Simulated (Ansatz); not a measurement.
Stepwise reaction of `[NH2][SbH][NH2]` with hydrogen, as a gas-phase model of exchange steps in deposition or etching. ΔE in kJ/mol; ΔG adds harmonic PBE0-D4 terms to CCSD(T)/CBS, at 1 bar.

Computed with Ansatz on PBE0-D4/def2-TZVP structures; ΔE is electronic, products minus reactants. CCSD(T)/CBS is the MP2 limit (def2-TZVPP, def2-QZVPP) plus CCSD(T) − MP2 in def2-TZVPP, frozen cores. This one scheme is used for every species. Functionals use def2-TZVPP. B3LYP here is the variant with VWN-RPA as its local correlation; programs differ in this. Elements past krypton have def2 core potentials. For Sb outer-core shells are correlated without core-valence functions, which leaves a few kJ/mol of doubt a bond. Each species was taken in one conformer, which may not be the lowest.

```
step                                      reaction  PBE-D4  B3LYP-D4  ωB97M-V  CCSD(T)/CBS  ΔG(600 K)
   1  `[NH2][SbH][NH2]` + H₂ → `[NH2][SbH2]` + NH₃   -25.3     -27.5    -30.1        -23.9      -23.2
   2           `[NH2][SbH2]` + H₂ → `[SbH3]` + NH₃   -44.6     -45.4    -47.8        -43.6      -40.8
```

(1) By hand: ΔE of the 2 steps together at CCSD(T)/CBS.

## Answers

(1) (-23.9) + (-43.6) = -67.5 kJ/mol, or -33.8 kJ/mol a step.

In ΔE each step is lower than the one before. All are downhill at CCSD(T)/CBS. ΔG lies between -40.8 and -23.2 kJ/mol a step. PBE-D4 differs from CCSD(T)/CBS by -1.4 to -1.0 kJ/mol a step. Isolated molecules leave out the surface, adducts and barriers. Largest T1 diagnostic: 0.014.
